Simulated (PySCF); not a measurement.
C⁺: ionisation energy

C⁺ [He] 2s2 2p1 (2P) → C²⁺ [He] 2s2 (1S), as a difference of total energies. All numbers are calculated (PySCF 2.14, the non-relativistic Hamiltonian (point nucleus), in aug-cc-pwCVTZ (7s6p4d2f, 59 functions)). Correlated levels: valence and next inner shell: nothing frozen. The calculations carry no spin-orbit coupling.

Order these methods by the ionisation energy they give, lowest first.
A. SCS-MP2 (valence and next inner shell)
B. CCSD(T) (valence and next inner shell)
C. MP2 (valence and next inner shell)
D. UHF

D (24.154 eV), B (24.302 eV), A (24.367 eV), C (24.423 eV).

Errors of the correlated levels include the incompleteness of this basis.

The coupled-cluster amplitudes are large for C²⁺ (T1 above 0.03 or a double amplitude above 0.15), so a single reference is strained.

For comparison: 24.378 eV (measured; NIST levels, between the centres of gravity of the two terms).
